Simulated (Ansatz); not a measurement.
The cluster Sr₃⁺. The state is a doublet with charge 1. Geometry r2SCAN/def2-TZVP; atoms count from 1.

```xyz
3

Sr   -0.4728    4.0503   -1.4233
Sr    0.5276   -4.0586    1.3800
Sr   -0.0548    0.0083    0.0433
```

In the def2 sets Sr takes a core potential; there is no spin–orbit coupling. The charge 1 doublet is spin-contaminated (final ⟨S²⟩ up to 0.84, 0.75 for a pure state). The structure comes from a short search, and lower isomers may exist.

(1) Estimate the Mulliken populations from the PBE0/def2-TZVP orbitals of Ansatz.

(2) Where does the spin sit?

(3) And the Mayer bond orders between bonded heavy atoms (over 0.3)?

Answers

(1) 
```csv
atom,charge (e),spin (α − β)
Sr1,0.44,0.37
Sr2,0.44,0.37
Sr3,0.12,0.26
```
Mulliken values and Mayer orders depend strongly on the basis.

(2) Summed by element: Sr 1.00, of 1 unpaired in all. Largest on single atoms: Sr1 0.37, Sr2 0.37, Sr3 0.26.

(3) Sr1–Sr3 0.60 (4.32 Å); Sr2–Sr3 0.60 (4.32 Å).
